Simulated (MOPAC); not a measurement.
MOPAC input (PM6):

```
PM6 PRECISE GNORM=0.05 LET XYZ CHARGE=-1 GEO-OK AUX(PRECISION=9) THREADS=1
H2Sb

Sb   -0.01789393 1   -0.02052109 1    0.03712467 1
H    -0.47119233 1    1.33856049 1   -0.94307278 1
H     1.38378293 1   -0.29198507 1   -0.95028532 1
```

Question: What heat of formation does the run end on?

Answer: 54.28 kcal/mol.
